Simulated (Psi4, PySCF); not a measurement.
Intermolecular potential of H2 ··· Br- (SMILES [H][H] and [Br-]) (charge -1), singlet. Monomers: optimised at B3LYP-D3(BJ) (def2-TZVP), held rigid. Orientation: lowest of the rigid-body minima from ten starts at GFN2-xTB. The monomers approach along the line of their centres of mass (distance R); nothing else relaxes.

- SCS-MP2/aug-cc-pVTZ = DF-SCS-MP2/aug-cc-pVTZ, frozen core, counterpoise-corrected in Psi4 1.11
- wB97X-D/def2-TZVPD, counterpoise-corrected (Psi4)
- RHF/3-21G = restricted Hartree-Fock/3-21G, no counterpoise correction (PySCF)
- CCSD(T)/aug-cc-pVDZ = DF-CCSD(T)/aug-cc-pVDZ, frozen core, counterpoise-corrected in Psi4

Interaction energies in kcal/mol:

```json
[
 {"R / Å": "2.60", "SCS-MP2/aug-cc-pVTZ": "3.15", "wB97X-D/def2-TZVPD": "2.09", "RHF/3-21G": "1.16"},
 {"R / Å": "2.86", "SCS-MP2/aug-cc-pVTZ": "-0.08", "wB97X-D/def2-TZVPD": "-0.84", "RHF/3-21G": "-2.25"},
 {"R / Å": "3.01", "SCS-MP2/aug-cc-pVTZ": "-0.93", "wB97X-D/def2-TZVPD": "-1.55", "RHF/3-21G": "-3.04"},
 {"R / Å": "3.23", "SCS-MP2/aug-cc-pVTZ": "-1.49", "wB97X-D/def2-TZVPD": "-1.94", "RHF/3-21G": "-3.37"},
 {"R / Å": "3.47", "SCS-MP2/aug-cc-pVTZ": "-1.61", "wB97X-D/def2-TZVPD": "-1.92", "RHF/3-21G": "-3.13"},
 {"R / Å": "3.60", "SCS-MP2/aug-cc-pVTZ": "-1.57", "wB97X-D/def2-TZVPD": "-1.82", "RHF/3-21G": "-2.86"},
 {"R / Å": "3.92", "SCS-MP2/aug-cc-pVTZ": "-1.36", "wB97X-D/def2-TZVPD": "-1.49", "RHF/3-21G": "-2.07"},
 {"R / Å": "4.27", "SCS-MP2/aug-cc-pVTZ": "-1.09", "wB97X-D/def2-TZVPD": "-1.15", "RHF/3-21G": "-1.31"},
 {"R / Å": "4.72", "SCS-MP2/aug-cc-pVTZ": "-0.80", "wB97X-D/def2-TZVPD": "-0.82", "RHF/3-21G": "-0.73"},
 {"R / Å": "5.41", "SCS-MP2/aug-cc-pVTZ": "-0.50", "wB97X-D/def2-TZVPD": "-0.50", "RHF/3-21G": "-0.38"},
 {"R / Å": "6.43", "SCS-MP2/aug-cc-pVTZ": "-0.27", "wB97X-D/def2-TZVPD": "-0.26", "RHF/3-21G": "-0.20"},
 {"R / Å": "7.70", "SCS-MP2/aug-cc-pVTZ": "-0.15", "wB97X-D/def2-TZVPD": "-0.14", "RHF/3-21G": "-0.11"}
]
```

### Question
Estimate the CCSD(T)/aug-cc-pVDZ values at these points.

### Answer
2.60: 3.74; 2.86: 0.25; 3.01: -0.71; 3.23: -1.38; 3.47: -1.55; 3.60: -1.53; 3.92: -1.33; 4.27: -1.06; 4.72: -0.76; 5.41: -0.47; 6.43: -0.25; 7.70: -0.13 (kcal/mol).
